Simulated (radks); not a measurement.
The numbers below are computed, except where a source is named.
All-electron atom: Sn in [Kr] 4d10 5s2 5p2. Level of theory: Dirac Kohn-Sham, PBE, spin-unpolarised, spherical densities, finite nucleus; open shells fill j = l - 1/2 first; Fermi nuclear charge, rms radius 4.6519 fm (a radial shooting solver on a logarithmic mesh with Libxc functionals). Some entries of the table are withheld. Estimate them.

| orbital | occ. | eigenvalue (hartree) | <1/r> (bohr^-1) |
|---|---|---|---|
| 1s1/2 | 2 | (1) | 53.08 |
| 2s1/2 | 2 | -160.7913 | 12.31 |
| 2p1/2 | 2 | -150.1941 | (2) |
| 2p3/2 | 4 | -141.7185 | (3) |
| 3s1/2 | 2 | (4) | 4.351 |
| 3p1/2 | 2 | (5) | 4.259 |
| 3p3/2 | 4 | (6) | 4.053 |
| 3d3/2 | 4 | -17.55848 | 3.898 |
| 3d5/2 | 6 | -17.23903 | 3.845 |
| 4s1/2 | 2 | -4.90522 | 1.706 |
| 4p1/2 | 2 | -3.47414 | 1.589 |
| 4p3/2 | 4 | -3.19602 | 1.522 |
| 4d3/2 | 4 | -0.95964 | 1.227 |
| 4d5/2 | 6 | -0.92141 | 1.209 |
| 5s1/2 | 2 | -0.37928 | 0.5376 |
| 5p1/2 | 2 | -0.14078 | 0.4065 |
| 5p3/2 | 0 | -0.12479 | 0.3855 |

Answer. 
(1) 1s1/2 eigenvalue (hartree): -1065.471
(2) 2p1/2 <1/r> (bohr^-1): 12.29
(3) 2p3/2 <1/r> (bohr^-1): 11.45
(4) 3s1/2 eigenvalue (hartree): -31.02013
(5) 3p1/2 eigenvalue (hartree): -26.71488
(6) 3p3/2 eigenvalue (hartree): -25.16720
